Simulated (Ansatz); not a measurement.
Molecular dynamics of C₂H₃NSe

input.yaml

```yaml
crystal:
  periodic: [false, false, false]
  atoms:
    - { symbol: C, position_ang: [-0.422709, 1.309478, -0.427959] }
    - { symbol: Se, position_ang: [0.51001, 0.363786, 0.937447] }
    - { symbol: C, position_ang: [0.949521, -1.568231, 0.585013] }
    - { symbol: "N", position_ang: [1.322645, -2.64113, 0.331176] }
    - { symbol: H, position_ang: [0.066318, 1.394737, -1.406092] }
    - { symbol: H, position_ang: [-1.515278, 1.205315, -0.433929] }
    - { symbol: H, position_ang: [-0.849209, -0.131854, 0.368544] }
basis:
  gaussian: { orbitals: def2-SVP }
hamiltonian:
  xc: b3lyp
  dispersion: d4
md:
  timestep: 0.5
  n_steps: 200
  ensemble: nve
  temperature: 100.0
  initial_velocities: maxwell_boltzmann
  seed: 10035
```

Run as:

```bash
$ ansatz run input.yaml --threads 2 --pin off --max-ram 3072MiB --backend cpu --events-out ev --progress --plain --runs-dir out
```

It starts at the highest image of a converged band. Of that band: Neighbouring images differ by up to 2.5 eV, so the band resolves the path poorly. A vibrational analysis at the climbing image gives one clearly imaginary mode, 1064i cm⁻¹: a first-order saddle point.

Output, in part (step lines, the closing report, with atoms numbered from 0):

```
md step     0: t =     0.00 fs  T =   100.0 K  F+E_penalty+E_count = -68947.89566601 eV  E_kin = 0.064630 eV  conserved = -68947.83103602 eV  (29 SCF iters)
md step     1: t =     0.50 fs  T =    97.1 K  F+E_penalty+E_count = -68947.89378233 eV  E_kin = 0.062772 eV  conserved = -68947.83100984 eV  (26 SCF iters)
md step     2: t =     1.00 fs  T =    89.3 K  F+E_penalty+E_count = -68947.88858817 eV  E_kin = 0.057686 eV  conserved = -68947.83090200 eV  (26 SCF iters)
md step     3: t =     1.50 fs  T =    79.0 K  F+E_penalty+E_count = -68947.88182532 eV  E_kin = 0.051079 eV  conserved = -68947.83074669 eV  (26 SCF iters)
md step     4: t =     2.00 fs  T =    70.1 K  F+E_penalty+E_count = -68947.87594013 eV  E_kin = 0.045333 eV  conserved = -68947.83060672 eV  (26 SCF iters)
md step     5: t =     2.50 fs  T =    65.9 K  F+E_penalty+E_count = -68947.87311576 eV  E_kin = 0.042572 eV  conserved = -68947.83054421 eV  (26 SCF iters)
md step     6: t =     3.00 fs  T =    67.7 K  F+E_penalty+E_count = -68947.87432338 eV  E_kin = 0.043736 eV  conserved = -68947.83058713 eV  (26 SCF iters)
md step     7: t =     3.50 fs  T =    74.6 K  F+E_penalty+E_count = -68947.87890283 eV  E_kin = 0.048191 eV  conserved = -68947.83071168 eV  (26 SCF iters)
[... lines left out ...]
Total energy: -68948.20151983 eV, -2533.7996710842 hartree
Atom 0 at    -0.333143     1.330302    -0.271350 Å, force    -2.684394     0.597673    -2.114397 eV/Å
Atom 1 at     0.465322     0.387188     0.881053 Å, force     3.589983    -1.417257     2.658528 eV/Å
Atom 2 at     0.959829    -1.681549     0.588293 Å, force    -0.365308     0.443238     0.232820 eV/Å
Atom 3 at     1.392707    -2.742623     0.362876 Å, force    -0.200828     0.432297     0.044043 eV/Å
Atom 4 at     0.373542     1.999423    -0.732534 Å, force     0.514331     0.117027    -0.477994 eV/Å
Atom 5 at    -1.162024     0.964071    -0.902264 Å, force    -0.079806     0.453865     0.544038 eV/Å
Atom 6 at    -0.172299     0.183765     2.235793 Å, force    -0.773978    -0.626842    -0.887038 eV/Å
Dipole moment:    -0.313214     0.725649     0.202745 e Å
```

The steps, from the saved trajectory:

```
time (fs)  T (K)  potential energy less start (eV)  conserved less start (meV/atom)
        0    100                             0.000                             0.00
        3     68                             0.021                             0.06
        6     92                             0.005                             0.03
        9    134                            -0.021                             0.05
       12    262                            -0.104                             0.07
       15    557                            -0.295                             0.03
       18    956                            -0.553                             0.04
       21   1398                            -0.840                            -0.07
       24   1519                            -0.917                            -0.02
       27   1446                            -0.870                            -0.02
       30   1283                            -0.765                            -0.03
       33    984                            -0.572                            -0.01
       36    570                            -0.304                            -0.01
       39    217                            -0.075                             0.09
       42    281                            -0.117                             0.04
       45    697                            -0.386                             0.04
       48   1269                            -0.756                            -0.04
       51   1624                            -0.985                            -0.07
       54   1649                            -1.001                            -0.04
       57   1367                            -0.819                            -0.04
       60    922                            -0.531                             0.01
       63    525                            -0.274                             0.04
       66    372                            -0.175                             0.01
       69    365                            -0.171                             0.05
       72    579                            -0.310                             0.02
       75    934                            -0.539                             0.01
       78   1277                            -0.761                            -0.09
       81   1278                            -0.761                             0.01
       84   1249                            -0.743                            -0.01
       87   1269                            -0.756                            -0.05
       90   1046                            -0.612                            -0.04
       93    585                            -0.313                             0.02
       96    283                            -0.118                             0.10
       99    458                            -0.231                             0.01
```

The run went to its last step. The conserved energy stayed within 0.11 meV per atom of its start (net change 0.018 meV per atom), so the integration is sound. The kinetic energy rose, since the run started high on the potential surface and went downhill. A run of 0.1 ps of so small a system gives no equilibrium averages. The orbitals stay closed-shell, which can raise the energy where a bond breaks towards radicals; this wasn't checked here.

Between its relaxed ends the band would form Se2–H7 and break C1–H7. These pairs go: Se2–H7 1.55 → 1.51 Å, C1–H7 1.70 → 2.76 Å. In the last frame they stand as after the step (other bonds may differ from the relaxed reactants and products). It ends as one piece, C2H3NSe. Pairs count as bonded within 1.25 times the sum of covalent radii (0.12 Å more for H–H).

Last frame:

```xyz
7
Properties=species:S:1:pos:R:3
C -0.333 1.330 -0.271
Se 0.465 0.387 0.881
C 0.960 -1.681 0.588
N 1.393 -2.743 0.363
H 0.373 1.999 -0.733
H -1.162 0.964 -0.902
H -0.172 0.184 2.236
```

Run time: 5.1 min on 2 threads of Intel(R) Xeon(R) 6975P-C (Granite Rapids) (shared host), peak memory 0.21 GiB.
